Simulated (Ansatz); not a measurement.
Basis sets compared for the cluster Ca₄Te₄. The state is a singlet with charge 0. Geometry r2SCAN-D4/def2-SVP. Ansatz on 4 threads of Arm Neoverse V1 on a shared host; times are rough, and most runs start from earlier orbitals.

Cartesian coordinates in Å:
```
Ca 1.5608 1.6834 -0.2898
Ca -1.2659 -0.2175 -1.9253
Ca 1.0885 -1.9956 0.4375
Ca -1.3835 0.5297 1.7774
Te 1.5592 0.2677 2.3705
Te -1.3408 2.4564 -0.5393
Te 1.7040 -0.6521 -2.1881
Te -1.9224 -2.0721 0.3570
```

In the def2 sets Te takes a core potential; there is no spin–orbit coupling. The structure comes from a short search, and lower isomers may exist.

Binding counts from free atoms (Ca singlet, Te triplet) in the same basis, without a counterpoise term.

| level | functions | energy (Eh) | HOMO (eV) | LUMO (eV) | binding per atom (eV) | wall time |
| --- | --- | --- | --- | --- | --- | --- |
| PBE-D4/def2-SVP | 200 | -3781.7547 | -4.83 | -2.03 | 3.17 | 9 s |
| PBE-D4/def2-TZVPD | 380 | -3782.1287 | -4.87 | -2.07 | 3.13 | 18 s |
| PBE0-D4/def2-SVP | 200 | -3782.0266 | -5.75 | -1.54 | 3.13 | 13 s |

Question: Estimate the rows for PBE-D4/def2-TZVP, PBE0-D4/def2-TZVP.

Answer: 
```json
{"level": "PBE-D4/def2-TZVP", "functions": "344", "energy (Eh)": "-3782.1276", "HOMO (eV)": "-4.87", "LUMO (eV)": "-2.07", "binding per atom (eV)": "3.13", "wall time": "14 s"}
{"level": "PBE0-D4/def2-TZVP", "functions": "344", "energy (Eh)": "-3782.3936", "HOMO (eV)": "-5.75", "LUMO (eV)": "-1.56", "binding per atom (eV)": "3.10", "wall time": "34 s"}
```
